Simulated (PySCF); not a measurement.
## Relaxation of doublet In3

All numbers come from PySCF, UPBE0, basis In def2-TZVP with ECP28 (scalar-relativistic core potentials, no spin–orbit coupling, density fitting). A (50,194) grid was used.

A hand-made equilateral triangle start, of D3h symmetry, held to at least that symmetry:

Coordinates in bohr (charge 0 multiplicity 2):
```
In    1.5493   -2.6834    0.0000
In   -3.0985    0.0000    0.0000
In    1.5493    2.6834    0.0000
```

Optimiser trace:
```tsv
step	E − E(last) (kJ/mol)	largest gradient (Eh/bohr)
0	1.62	0.00628
1	0.89	0.00454
2	0.01	0.00052
3	0.00	0.00005
```

It ends at D3h with In–In 2.905 Å (×3); In–In–In 60.0° (×3) (after a last refinement on a finer grid). A frequency run shows a minimum. Other isomers or separated fragments may lie lower.

Final geometry:
Coordinates in bohr (charge 0 multiplicity 2):
```
In    1.5847   -2.7448    0.0000
In   -3.1695    0.0000    0.0000
In    1.5847    2.7448    0.0000
```

At this level a quartet minimum of C2v symmetry lies 21 kJ/mol below this structure. No spin–orbit coupling is included, which matters more the heavier the element.
